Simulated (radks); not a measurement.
Problem. These are the eigenvalues of the occupied orbitals of an atom or ion with whole-number occupations (eV). Calculated with a radial shooting solver on a logarithmic mesh with Libxc functionals: non-relativistic Kohn-Sham, LB94 model potential, spin-polarised, spherical densities, point nucleus.

| orbital | eigenvalue |
|---|---|
| 1s down | -58646.67 |
| 1s up | -58646.67 |
| 2s up | -9559.615 |
| 2s down | -9559.602 |
| 2p up | -9151.177 |
| 2p down | -9151.170 |
| 3s up | -2157.384 |
| 3s down | -2157.379 |
| 3p up | -1968.279 |
| 3p down | -1968.269 |
| 3d up | -1614.706 |
| 3d down | -1614.686 |
| 4s up | -417.9307 |
| 4s down | -417.8927 |
| 4p up | -340.7003 |
| 4p down | -340.6667 |
| 4d up | -200.7596 |
| 4d down | -200.7385 |
| 5s down | -56.3478 |
| 5s up | -56.2139 |
| 5p down | -35.4384 |
| 5p up | -35.3312 |
| 4f down | -22.4368 |
| 4f up | -22.4158 |
| 6s up | -7.2407 |
| 5d up | -6.9709 |
| 6s down | -6.7956 |

Which element is it, and in what charge state? The configuration may be excited. Open shells, if any, are filled with parallel spins first.

Solution. Z = 71, lutetium, charge 0: Lu in [Xe] 4f14 5d1 6s2. The list shows which subshells hold electrons but not how many an open one holds; the 1s level, -2155.2 hartree, gives Z - s = 65.7 by -(Z - s)^2/2, which with screening narrows Z to a few neighbours, and the depths of the outer levels then fix element, charge and occupations together.
